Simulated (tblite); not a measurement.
Species: C₃H₈BF₂N.
SMILES with atom numbers: `[CH2:1]=[C:2]([BH2-:3][NH3+:4])[CH:5]([F:6])[F:7]` (hydrogens: H8, H9 on C1; H10, H11 on B3; H12, H13, H14 on N4; H15 on C5)
Bond orders are those of one Lewis drawing.

Computed with GFN2-xTB (tblite), gas phase: L-BFGS steps from a force-field or distance-geometry start until the largest atomic force falls under 0.01 eV/Å.

The end geometry, which sets the zero of energy:
```
atom  x, y, z in Å
C1      1.0113    1.0283    1.2975
C2      0.5690    0.1132    0.4466
B3     -0.8586   -0.6375    0.5338
N4     -1.7592   -0.0101   -0.6902
C5      1.4667   -0.3190   -0.6781
F6      2.5546    0.4719   -0.8738
F7      0.7998   -0.2875   -1.8866
H8      1.9846    1.4905    1.2192
H9      0.4026    1.3401    2.1286
H10    -0.7640   -1.8036    0.3129
H11    -1.4352   -0.3854    1.5397
H12    -1.2704   -0.1742   -1.5661
H13    -2.6704   -0.4540   -0.7114
H14    -1.8603    0.9884   -0.5424
H15     1.8252   -1.3528   -0.5518
```

**Question.** These geometries come from the run, each turned onto the end geometry. Order them by energy, lowest first.
A.
```
atom  x, y, z in Å
C1      0.7845    1.1901    0.9551
C2      0.5857    0.0536    0.3012
B3     -0.7909   -0.7971    0.3316
N4     -1.9083    0.1582   -0.4084
C5      1.7006   -0.4918   -0.5471
F6      2.8735    0.1935   -0.4367
F7      1.3673   -0.4132   -1.8759
H8      1.7167    1.7335    0.9250
H9      0.0189    1.6121    1.5866
H10    -0.7354   -1.7991   -0.3030
H11    -1.1741   -0.9500    1.4464
H12    -1.7034    0.1915   -1.4021
H13    -2.8416   -0.2087   -0.2508
H14    -1.8182    1.0867   -0.0097
H15     1.9204   -1.5509   -0.3344
```
B.
```
atom  x, y, z in Å
C1      1.0064    1.0647    1.2693
C2      0.5704    0.1208    0.4470
B3     -0.8494   -0.6463    0.5371
N4     -1.7630   -0.0094   -0.6736
C5      1.4634   -0.3384   -0.6705
F6      2.6163    0.3665   -0.8109
F7      0.8260   -0.2087   -1.8914
H8      1.9790    1.5269    1.1810
H9      0.3959    1.3997    2.0900
H10    -0.7366   -1.8063    0.2891
H11    -1.4277   -0.4261    1.5501
H12    -1.2362   -0.0844   -1.5392
H13    -2.6371   -0.5160   -0.7562
H14    -1.9424    0.9681   -0.4670
H15     1.7307   -1.4026   -0.5768
```
C.
```
atom  x, y, z in Å
C1      0.9923    1.0552    1.2510
C2      0.5765    0.1104    0.4229
B3     -0.8516   -0.6514    0.5275
N4     -1.7819    0.0353   -0.6412
C5      1.5017   -0.3623   -0.6677
F6      2.6277    0.3734   -0.8638
F7      0.8474   -0.3322   -1.8873
H8      1.9617    1.5238    1.1688
H9      0.3561    1.4033    2.0479
H10    -0.7725   -1.8054    0.2354
H11    -1.4095   -0.4262    1.5519
H12    -1.2194    0.0685   -1.4879
H13    -2.5885   -0.5534   -0.7949
H14    -2.0674    0.9738   -0.3774
H15     1.8230   -1.4045   -0.5072
```
D.
```
atom  x, y, z in Å
C1      0.9105    1.1050    1.1400
C2      0.5835    0.0438    0.4173
B3     -0.8345   -0.7270    0.4853
N4     -1.7779    0.1284   -0.5615
C5      1.5473   -0.4510   -0.6222
F6      2.6014    0.3823   -0.8491
F7      0.9257   -0.5502   -1.8448
H8      1.8520    1.6260    1.0392
H9      0.2288    1.4856    1.8816
H10    -0.7860   -1.8291    0.0449
H11    -1.3436   -0.6644    1.5566
H12    -1.2244    0.2857   -1.4001
H13    -2.6180   -0.3995   -0.7844
H14    -2.0290    1.0170   -0.1392
H15     1.9598   -1.4442   -0.3857
```
E.
```
atom  x, y, z in Å
C1      0.7245    1.2519    0.8029
C2      0.5713    0.0373    0.2899
B3     -0.7825   -0.8395    0.4249
N4     -1.8923    0.0929   -0.3490
C5      1.6952   -0.4871   -0.5658
F6      2.9195   -0.3633    0.0194
F7      1.7737    0.2366   -1.7345
H8      1.6125    1.8508    0.6685
H9     -0.0457    1.7005    1.4094
H10    -0.7350   -1.8746   -0.1599
H11    -1.1341   -0.9417    1.5538
H12    -1.5987    0.1501   -1.3171
H13    -2.8324   -0.2802   -0.2820
H14    -1.8419    1.0150    0.0696
H15     1.5617   -1.5405   -0.8524
```

**Answer.** B (0.004 eV), C (0.024 eV), D (0.048 eV), A (0.098 eV), E (0.171 eV).

In the order of the answer:

```csv
step,E above end (eV),largest force (eV/Å),rms force component (eV/Å),rms distance from end (Å),rms bond change (Å),bond most changed (Å)
121,0.004,0.04,0.014,0.074,0.001,C5–F7 +0.003
106,0.024,0.21,0.076,0.122,0.003,C2–B3 +0.007
100,0.048,0.12,0.037,0.265,0.002,C5–F7 -0.006
63,0.098,0.07,0.023,0.502,0.003,C5–F7 -0.008
37,0.171,0.11,0.043,0.669,0.002,C2–C5 +0.004
```

The cost below is that of the whole relaxation. Hardware: an Arm Neoverse V1 with one thread, shared host. Cost: 0.71 s.
